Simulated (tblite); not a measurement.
Task: Write Cartesian coordinates for `C[Si](C)(C)CP=C=CF` as optimised with GFN2-xTB.

Result: 
```xyz
21
C6H12FPSi angstrom
C     -2.4554   -0.4966    1.0073
Si    -0.9243    0.0785    0.0274
C     -1.3806    1.4505   -1.2154
C     -0.1323   -1.4108   -0.8523
C      0.3307    0.8490    1.2776
P      1.5309   -0.3936    1.9671
C      2.7409   -0.2786    0.8712
C      3.7632   -0.2500    0.0732
F      3.8522   -1.0278   -1.0406
H     -2.9381    0.3316    1.5170
H     -2.1906   -1.2367    1.7568
H     -3.1907   -0.9466    0.3478
H     -1.7668    2.3316   -0.7116
H     -2.1416    1.1106   -1.9103
H     -0.5177    1.7563   -1.7993
H      0.0692   -2.2150   -0.1493
H      0.8118   -1.1464   -1.3190
H     -0.7830   -1.8058   -1.6262
H     -0.2115    1.2754    2.1220
H      0.8919    1.6506    0.8016
H      4.6327    0.3908    0.1640
```

Any rigid rotation of these coordinates is as good. Atoms count from 1 in this order. The 4 C–Si bonds span 1.902 Å (Si2–C4, drawn single) to 1.932 Å (Si2–C5, drawn single), a spread of 0.030 Å. Si2 (four-coordinate silicon) is tetrahedral (angles from 106.9° to 111.2°). The 2 C–P bonds span 1.637 Å (P6=C7, drawn double) to 1.860 Å (C5–P6, drawn single), a spread of 0.223 Å. Of the pairs four or more bonds apart, C4···C7 is among the closest relative to their van der Waals radii: 3.54 Å, 104 % of the sum of Bondi's values.

Bonds between heavy atoms (Å): C1–Si2 1.907, Si2–C3 1.907, Si2–C4 1.902, Si2–C5 1.932, C5–P6 1.860, P6=C7 1.637, C7=C8 1.297, C8–F9 1.361.

Structure optimised with GFN2-xTB, isolated species.

Point group: C1 (no symmetry element, even within 0.4 Å). Its lowest GFN2-xTB frequency is 8i cm⁻¹, too small to tell a flat minimum from a shallow saddle. The numbers are those of one conformer (Si2–C5–P6–C7 90°). 3 starts were optimised and ended at 0.00, 0.13 and 1.64 kcal/mol (GFN2-xTB); the lowest of these is shown.

The run took 1.3 s of wall time on an Arm Neoverse V1 with one thread, no GPU (shared host). That covers the optimisation of the geometry.

All values are computed, not measured.
